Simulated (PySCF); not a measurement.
CH₈ClNSi₂, SMILES C[Si@@H](Cl)N[SiH3]. The structure is a stationary point at PBE-D3(BJ)/def2-SVP. The structure was generated by enumeration; whether it is a known compound was not checked. The values are those of a single conformer.

Computed equilibrium geometry at PBE-D3(BJ)/def2-SVP (PySCF confirms it by a frequency run) as Cartesian coordinates in Å (one conformer of several):
```xyz
13

C      1.3177    -0.9526     1.3832
Si     0.7044     0.5292     0.4184
Cl     1.4318     0.3303    -1.5467
N     -1.0349     0.6468     0.4564
Si    -2.2367    -0.6088     0.1825
H      0.9424    -1.8974     0.9428
H      0.9808    -0.8958     2.4380
H      2.4252    -0.9841     1.3626
H      1.2402     1.8308     0.9357
H     -1.3844     1.6066     0.3562
H     -1.5653    -1.9289     0.4279
H     -2.8016    -0.6014    -1.2148
H     -3.3868    -0.4421     1.1398
```
Charge 0, spin multiplicity 1.
